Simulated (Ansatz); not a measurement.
C5H6F2 (`FC1=CCCC1F`), relaxed with RKS PBE-D4/def2-SVP in the Gaussian-basis code of Ansatz from a rough embedded geometry. The force threshold is 0.03 eV/Å; the program also tests the step.

Charge 0, multiplicity 1.

Start:

```xyz
13

F     1.564    2.140    0.134
C     0.754    1.084    0.064
C     0.093    0.834   -1.035
C    -0.839   -0.403   -0.932
C    -0.178   -1.061    0.346
C     0.487    0.075    1.146
F    -0.393    0.562    2.050
H     0.053    1.444   -1.947
H    -1.849   -0.072   -0.739
H    -0.706   -1.024   -1.764
H    -0.954   -1.532    0.948
H     0.536   -1.780    0.045
H     1.434   -0.268    1.685
```

```json
{"step": "1", "energy (eV)": "-10695.5491", "largest force (eV/Å)": "4.120", "largest move (Å)": "0.000"}
{"step": "2", "energy (eV)": "-10695.9353", "largest force (eV/Å)": "1.456", "largest move (Å)": "0.067"}
{"step": "3", "energy (eV)": "-10696.0175", "largest force (eV/Å)": "0.329", "largest move (Å)": "0.062"}
{"step": "4", "energy (eV)": "-10696.0235", "largest force (eV/Å)": "0.146", "largest move (Å)": "0.014"}
{"step": "5", "energy (eV)": "-10696.0243", "largest force (eV/Å)": "0.027", "largest move (Å)": "0.006"}
```

End:

```xyz
13

F     1.585    2.107    0.259
C     0.764    1.074    0.033
C     0.042    0.854   -1.082
C    -0.790   -0.392   -0.923
C    -0.207   -1.050    0.354
C     0.502    0.072    1.124
F    -0.339    0.641    2.094
H     0.034    1.509   -1.965
H    -1.866   -0.132   -0.804
H    -0.732   -1.066   -1.805
H    -0.960   -1.547    0.995
H     0.545   -1.813    0.066
H     1.423   -0.256    1.655
```

It took 13 s on 2 threads of an AMD EPYC 7R13 on a shared host, with 0.52 GiB of host memory at the peak.
